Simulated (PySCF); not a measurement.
## How the method moves the HOMO and LUMO of `O[SiH2]CF`

Species: CH5FOSi.
Geometry (PBE0-D3(BJ)/def2-SVP, Å), atoms numbered from 1 in this order:
```xyz
9
CH5FOSi angstrom
O      1.6431   -0.7921    0.5530
Si     0.6756    0.3792   -0.1247
C     -1.0822   -0.2656   -0.4136
F     -1.6459   -0.5869    0.8124
H      1.3887   -1.1070    1.4250
H      0.5718    1.5856    0.7529
H      1.2916    0.7325   -1.4335
H     -1.0835   -1.1658   -1.0540
H     -1.7123    0.4928   -0.9138
```

Basis pcSseg-2 throughout (PySCF), one geometry. The structure is a single PBE0-D3(BJ)/def2-SVP conformer in the gas phase; no vibrational or solvent corrections.

Problem. How do the orbital energies, the gap and the dipole change with the method?

Solution. 
```csv
method,kind,HOMO (eV),LUMO (eV),gap (eV),μ (D),SCF cycles
BLYP,GGA,-6.81,-0.88,5.94,0.60,15
OPBE,GGA,-6.82,-0.69,6.13,0.54,16
PBE,GGA,-6.88,-0.93,5.95,0.58,15
B97-D,GGA,-6.91,-0.75,6.16,0.59,15
BP86,GGA,-6.98,-0.90,6.08,0.59,15
KT2,GGA,-6.99,-1.04,5.95,0.62,16
LDA,LDA,-7.00,-1.15,5.85,0.64,15
KT3,GGA,-7.03,-1.01,6.02,0.59,16
B97-2,global hybrid,-8.12,-0.02,8.10,0.67,13
B3LYP,global hybrid,-8.18,-0.35,7.83,0.69,13
PBE0,global hybrid,-8.38,-0.06,8.33,0.69,13
mPW1PW91,global hybrid,-8.42,-0.04,8.38,0.69,13
CAM-B3LYP,range-separated hybrid,-9.84,0.78,10.63,0.75,13
BHandHLYP,global hybrid,-9.85,0.67,10.52,0.80,13
wB97X-D,range-separated hybrid,-10.29,1.75,12.03,0.71,12
LC-wPBE,range-separated hybrid,-11.15,2.02,13.17,0.75,12
HF,Hartree–Fock,-12.06,2.65,14.72,0.88,10
```

The HOMO spans 5.25 eV, from BLYP down to HF, and the gap runs from 5.85 eV (LDA) to 14.72 eV (HF). Over the methods BLYP (0 %), OPBE (0 %), PBE (0 %), B97-D (0 %), BP86 (0 %), KT2 (0 %), LDA (0 %), KT3 (0 %), B97-2 (21 %), B3LYP (20 %), PBE0 (25 %), mPW1PW91 (25 %), BHandHLYP (50 %), HF (100 %), a straight line through the gap against the share of exact exchange rises by 0.88 eV for each 10 % (correlation coefficient 0.999). The dipole ranges from 0.54 D (OPBE) to 0.88 D (HF). This basis has no diffuse functions.
